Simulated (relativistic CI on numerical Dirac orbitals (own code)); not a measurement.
d2 in a ligand field

Computed with a parametric ligand-field model of a d^n configuration (Racah B and C, spin-orbit zeta, crystal field), exact diagonalisation.

Field parameters in Wybourne normalisation: Oh B⁴₀ = 21Dq, B⁴₄ = √(5/14) B⁴₀; Td as Oh with Dq negative (B⁴₀ = 21Dq, B⁴₄ = √(5/14) B⁴₀). The field is a parameter set, without covalency.

Problem. Ground term and bands for B = 950, C = 3810, ζ = 0 cm⁻¹, Td, 10Dq = -5100 cm⁻¹?

Solution. Ground term 3A2 with 2.00 electrons in the two orbitals of the cubic e set. Spin-allowed: 3T2 5100 cm⁻¹ (1961 nm), 3T1 8820 cm⁻¹ (1134 nm), 3T1 20730 cm⁻¹ (482 nm). Lowest spin-forbidden: 1E 14321 cm⁻¹ (698 nm), 1T2 18875 cm⁻¹ (530 nm), 1A1 22304 cm⁻¹ (448 nm). With an A2 ground term the first spin-allowed band lies at |10Dq| itself.

Problem. Ground term and bands for B = 430, C = 1790, ζ = 0 cm⁻¹, Oh, 10Dq = 18850 cm⁻¹?

Solution. Ground term 3T1 with 0.01 electrons in the two orbitals of the cubic e set. Spin-allowed: 3T2 17849 cm⁻¹ (560 nm), 3T1 23299 cm⁻¹ (429 nm), 3A2 36699 cm⁻¹ (272 nm). Lowest spin-forbidden: 1T2 6330 cm⁻¹ (1580 nm), 1E 6390 cm⁻¹ (1565 nm), 1A1 14526 cm⁻¹ (688 nm).

Problem. Ground term and bands for B = 920, C = 3500, ζ = 0 cm⁻¹, Oh, 10Dq = 25350 cm⁻¹?

Solution. Ground term 3T1 with 0.02 electrons in the two orbitals of the cubic e set. Spin-allowed: 3T2 23473 cm⁻¹ (426 nm), 3T1 35396 cm⁻¹ (283 nm), 3A2 48823 cm⁻¹ (205 nm). Lowest spin-forbidden: 1T2 12994 cm⁻¹ (770 nm), 1E 13200 cm⁻¹ (758 nm), 1A1 28681 cm⁻¹ (349 nm).

Problem. Ground term and bands for B = 750, C = 3580, ζ = 0 cm⁻¹, Oh, 10Dq = 11050 cm⁻¹?

Solution. Ground term 3T1 with 0.05 electrons in the two orbitals of the cubic e set. Spin-allowed: 3T2 9873 cm⁻¹ (1013 nm), 3T1 19946 cm⁻¹ (501 nm), 3A2 20923 cm⁻¹ (478 nm). Lowest spin-forbidden: 1T2 12115 cm⁻¹ (825 nm), 1E 12421 cm⁻¹ (805 nm), 1T2 23651 cm⁻¹ (423 nm).

Problem. Ground term and bands for B = 750, C = 2720, ζ = 0 cm⁻¹, Oh, 10Dq = 19700 cm⁻¹?

Solution. Ground term 3T1 with 0.03 electrons in the two orbitals of the cubic e set. Spin-allowed: 3T2 18195 cm⁻¹ (550 nm), 3T1 27939 cm⁻¹ (358 nm), 3A2 37895 cm⁻¹ (264 nm). Lowest spin-forbidden: 1T2 10335 cm⁻¹ (968 nm), 1E 10511 cm⁻¹ (951 nm), 1A1 22782 cm⁻¹ (439 nm).
